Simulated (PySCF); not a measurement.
Compound: C3H8F2Si2.
Atom-mapped SMILES: `[F:1][CH:2]([F:3])[CH:4]1[SiH2:5][CH2:6][SiH2:7]1` (hydrogens: H8 on C2; H9 on C4; H10, H11 on Si5; H12, H13 on C6; H14, H15 on Si7)

A GFN2-xTB structure was refined with PBE0-D3(BJ)/def2-SVP geometry optimisation, gas phase in PySCF. Its GFN2-xTB values:

```
   coordinate  GFN2-xTB
        F1–C2   1.347 Å
        C2–F3   1.362 Å
        C2–C4   1.468 Å
        C2–H8   1.108 Å
       C4–Si5   1.955 Å
        C4–H9   1.052 Å
       Si5–C6   1.920 Å
      Si5–H10   1.470 Å
      Si5–H11   1.445 Å
       C6–H12   1.076 Å
       C6–H13   1.097 Å
     F1–C2–F3    105.2°
     F1–C2–C4    113.5°
    C2–C4–Si5    114.5°
    C2–C4–Si7    113.5°
     F3–C2–C4    110.8°
    C4–Si5–C6     88.0°
   Si5–C4–Si7     91.3°
   Si5–C6–Si7     92.9°
 C2–C4–Si5–C6     -116°
 C2–C4–Si7–C6      117°
C4–Si5–C6–Si7        0°
Si5–C6–Si7–C4        0°
```

Q: How do these coordinates change at the PBE0-D3(BJ)/def2-SVP level?

A: 
| coordinate | PBE0-D3(BJ)/def2-SVP (Å or °) | change |
| --- | --- | --- |
| Si5–H11 | 1.494 | +0.049 |
| C4–H9 | 1.100 | +0.048 |
| C2–C4 | 1.498 | +0.030 |
| C4–Si5 | 1.926 | -0.029 |
| C6–H12 | 1.099 | +0.023 |
| Si5–H10 | 1.491 | +0.021 |
| F1–C2 | 1.367 | +0.020 |
| Si5–C6 | 1.901 | -0.019 |
| C2–F3 | 1.355 | -0.007 |
| C6–H13 | 1.102 | +0.005 |
| C2–H8 | 1.105 | -0.003 |
| Si5–C6–Si7 | 87.9 | -5.0 |
| Si5–C4–Si7 | 86.5 | -4.8 |
| F1–C2–C4 | 109.6 | -3.9 |
| C4–Si5–C6 | 91.3 | +3.3 |
| C2–C4–Si7 | 115.5 | +2.0 |
| F1–C2–F3 | 106.8 | +1.6 |
| F3–C2–C4 | 111.4 | +0.6 |
| C2–C4–Si5 | 114.3 | -0.2 |
| C2–C4–Si7–C6 | 103 | -14 |
| Si5–C6–Si7–C4 | 12 | +12 |
| C4–Si5–C6–Si7 | -12 | -12 |
| C2–C4–Si5–C6 | -104 | +12 |

The energy falls by 6.1 kcal/mol over 20 energy and gradient evaluations, the largest force component goes from 0.0340 to 3.3e-04 Eh/bohr, and the atoms move by 0.292 Å rms after alignment. Among the bonds, C4–H9 and Si5–H11 change most and about equally (+0.048 to +0.049 Å). Bonds longer at the end by more than 0.005 Å: 9 of 15; shorter: 5. Among the dihedrals that turn most is H10–Si5–C6–H13, from 4° to -21°. Rotational constants go from 2621, 1390, 1120 to 2707, 1388, 1172 MHz.

The run used 146 basis functions and 125 SCF cycles in all.

No frequency check. The numbers are those of one conformer.
